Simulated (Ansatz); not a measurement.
`BC1C=CN1` + H₂ → `C1=CNC1` + BH₃ at 700 K and 1 bar (hydrogenolysis of a C–B bond).

Gas-phase electronic energies from Ansatz, PBE0-D4/def2-TZVP geometries. CCSD(T)/CBS adds triple-zeta CCSD(T) − MP2 to the extrapolated MP2 energy (def2 sets, frozen cores). This one scheme is used for every species.

```json
{"species": "`BC1C=CN1`", "CCSD(T)/CBS energy (Eh)": "-197.17235", "H − E (kJ/mol)": "295.1", "S (J/(mol·K))": "394.7"}
{"species": "H₂", "CCSD(T)/CBS energy (Eh)": "-1.17544", "H − E (kJ/mol)": "46.8", "S (J/(mol·K))": "155.3"}
{"species": "`C1=CNC1`", "CCSD(T)/CBS energy (Eh)": "-171.78957", "H − E (kJ/mol)": "249.7", "S (J/(mol·K))": "343.5"}
{"species": "BH₃", "CCSD(T)/CBS energy (Eh)": "-26.55200", "H − E (kJ/mol)": "96.5", "S (J/(mol·K))": "225.0"}
```

H − E and S are ideal-gas, rigid-rotor, harmonic terms from PBE0-D4/def2-TZVP, for one conformer and one mirror image of each species. The MP2-based limit puts H₂ 0.8 mEh under its directly extrapolated value; such offsets cancel only in part. 1 Eh = 2625.50 kJ/mol, R = 8.31446 J/(mol·K).

**Question.** By hand: ΔE, ΔH, ΔS and ΔG.

**Answer.** ΔE = (-171.78957) + (-26.55200) − (-197.17235) − (-1.17544) = 0.00622 Eh = 16.3 kJ/mol. Δ(H − E) = 249.7 + 96.5 − 295.1 − 46.8 = 4.3, so ΔH = 20.6 kJ/mol. ΔS = 343.5 + 225.0 − 394.7 − 155.3 = 18.5 J/(mol·K). ΔG = 20.6 − 700 × (18.5)/1000 = 7.7 kJ/mol.

**Question.** By hand: the equilibrium constant, and the temperature at which ΔG would vanish if ΔH and ΔS stayed fixed.

**Answer.** log₁₀ K = −ΔG/(RT ln 10) = -0.6. ΔG = 0 at ΔH/ΔS = 1114 K, though so small a ΔS makes that figure unsure.

TΔS isn't small against ΔH here. A doubt of 5 kJ/mol in ΔE shifts log₁₀ K by 0.4 here. Other conformers and mirror images would add mixing entropy, several J/(mol·K) or more a flexible species. These are equilibria of isolated gas molecules and say nothing of rates. Largest T1 diagnostic: 0.015 (customary marks: 0.02 for closed shells, 0.045 for open ones).
